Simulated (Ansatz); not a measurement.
`C=CCCCCCCCCCO` with charge -1. The state is a doublet with charge -1. Geometry r2SCAN-D4/def2-SVP, that of the neutral singlet; atoms count from 1.

```xyz
34

C    -5.952    1.504    0.591
C    -4.796    1.381    1.252
C    -3.493    0.954    0.650
C    -2.961   -0.352    1.260
C    -1.662   -0.856    0.631
C    -0.454    0.059    0.829
C     0.839   -0.522    0.262
C     2.048    0.391    0.460
C     3.375   -0.197   -0.022
C     3.451   -0.445   -1.527
C     4.817   -0.940   -1.984
O     4.862   -1.243   -3.361
H    -6.873    1.810    1.097
H    -6.016    1.305   -0.485
H    -4.779    1.581    2.334
H    -3.607    0.834   -0.442
H    -2.746    1.756    0.804
H    -3.740   -1.127    1.159
H    -2.813   -0.211    2.348
H    -1.820   -1.022   -0.452
H    -1.426   -1.850    1.054
H    -0.324    0.262    1.909
H    -0.640    1.041    0.357
H     1.041   -1.502    0.737
H     0.695   -0.734   -0.813
H     1.866    1.354   -0.055
H     2.135    0.637    1.534
H     4.196    0.484    0.269
H     3.568   -1.146    0.513
H     2.699   -1.186   -1.848
H     3.208    0.495   -2.064
H     5.597   -0.201   -1.697
H     5.067   -1.878   -1.459
H     4.637   -0.435   -3.839
```

The highest occupied level of the charge -1 doublet lies above zero (up to 3.62 eV). By energy differences it is unbound by 2.26 eV (vertical, against the charge 0 singlet, at PBE0-D4/def2-SVP) and held by the finite basis.

Estimate the Mulliken populations of the heavy atoms from the PBE0/def2-SVP orbitals of Ansatz.


| atom | charge (e) | spin (α − β) |
| --- | --- | --- |
| C1 | -0.21 | 0.36 |
| C2 | -0.20 | 0.31 |
| C3 | 0.03 | -0.04 |
| C4 | -0.03 | 0.01 |
| C5 | -0.03 | 0.01 |
| C6 | -0.07 | 0.00 |
| C7 | -0.06 | -0.01 |
| C8 | -0.01 | -0.01 |
| C9 | -0.03 | -0.01 |
| C10 | -0.06 | -0.03 |
| C11 | 0.25 | -0.03 |
| O12 | -0.33 | -0.01 |
Mulliken values depend strongly on the basis.

Where does the spin sit?

Summed by element: C 0.56, O -0.01, H 0.45, of 1 unpaired in all. Largest on single atoms: C1 0.36, C2 0.31, H34 0.15.

And the Mayer bond orders between heavy atoms (over 0.3)?

C1–C2 1.59 (1.34 Å); C2–C3 1.07 (1.50 Å); C3–C4 1.05 (1.54 Å); C4–C5 1.06 (1.53 Å); C5–C6 1.07 (1.53 Å); C6–C7 1.06 (1.53 Å); C7–C8 1.07 (1.53 Å); C8–C9 1.08 (1.53 Å); C9–C10 1.04 (1.53 Å); C10–C11 1.05 (1.52 Å); C11–O12 1.04 (1.41 Å).
